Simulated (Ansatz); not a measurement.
`O[SiH](O)[SiH](O)F` + `N[SiH3]` → `O[SiH](O)N[SiH3]` + `O[SiH2]F`  (cleavage of the Si–Si bond)

Gas-phase electronic energies from Ansatz, PBE0-D4/def2-TZVP geometries. CCSD(T)/CBS adds triple-zeta CCSD(T) − MP2 to the extrapolated MP2 energy (def2 sets, frozen cores). This one scheme is used for every species. Functionals use def2-TZVPP. One conformer a species, not always the lowest.

| level | ΔE (kJ/mol) |
| --- | --- |
| PBE0-D4 | -93.9 |
| CCSD/def2-TZVPP | -114.6 |
| CCSD(T)/def2-TZVPP | -112.3 |
| SCS-MP2/def2-QZVPP | -118.8 |

What does CCSD(T)/CBS give? (An estimate is asked.)

Computed: -110.6 kJ/mol. The listed levels differ from it by 16.7, -4.0, -1.7, -8.2 kJ/mol.

Largest T1 diagnostic among the species: 0.013.

In def2-TZVPP, CCSD(T) changes the Hartree–Fock value by +14.0 kJ/mol (the triples alone add +2.2 kJ/mol) and MP2 by +6.9 kJ/mol. From PBE to PBE0 (25 % exact exchange), in def2-TZVPP and without D4, ΔE moves by −11.4 kJ/mol.

CCSD(T)/CBS has its own doubt, a few kJ/mol and more with outer-core shells, so smaller differences from it don't rank the levels.
